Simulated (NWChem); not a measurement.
Molecule: CH$_{3}$Cl$_{3}$Sn; SMILES [CH3][Sn]([Cl])([Cl])[Cl]

```xyz
8

C      0.0000     0.0000    -2.3792
Sn     0.0000     0.0000    -0.2540
Cl    -0.5558     2.0942     0.6203
Cl    -1.5358    -1.5284     0.6203
Cl     2.0916    -0.5658     0.6203
H      0.8519     0.5983    -2.7277
H      0.0922    -1.0370    -2.7277
H     -0.9441     0.4386    -2.7277
```
Atoms are numbered in this order, from 1.

Computed with NWChem. Structure relaxed at the PBE0/def2-SVP level. Not confirmed as a minimum by frequencies. def2 effective core potentials on Sn; no spin-orbit coupling. Ions are spin-unrestricted doublets at the neutral geometry; other ion states weren't tried.

Problem. What does the run give for BHandHLYP/def2-SVP? Quantities: −ε(HOMO) (eV).

Solution. The −ε(HOMO) (eV) comes out as 10.10.
